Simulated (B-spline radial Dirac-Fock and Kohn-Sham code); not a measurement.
**Kohn-Sham estimates against Dirac-Fock for the levels of Yb³⁵⁺**

System: ytterbium as Yb³⁵⁺ in the configuration [Ar] 3d10 4s2 4p5.

The density-functional columns are spherical, spin-unpolarised Dirac-Kohn-Sham results without Breit or QED terms: −ε is minus the orbital energy of the initial state and ΔSCF the difference of two total energies. The reference in the last column comes from Dirac-Fock (average of configuration) total-energy differences with a finite nucleus, the Breit interaction including its frequency dependence, and self-energy and vacuum-polarisation corrections. All numbers are from a B-spline atomic structure program, in eV; a selection of levels is shown. For the 1s level of heavy atoms much of the gap between ΔSCF and the reference is the Breit and QED part, -291.3 eV here; for other levels the error of the functional can be larger.

```csv
level,LDA −ε,LDA ΔSCF,Dirac-Fock
K,62564.9,63107.2,62829.6
L1,11812.7,11933.5,11991.3
L2,11342.5,11489.9,11477.4
M1,3743.6,3794.4,3843.4
M2,3538.7,3591.9,3621.0
M4,2965.4,3022.3,3021.9
M5,2914.9,2970.7,2972.5
N1,1701.7,1728.0,1734.2
"N2,3",1568.0,1593.6,1589.4
```

Values without a named source are computed, but for edge energies of neutral atoms, which are taken from tables.
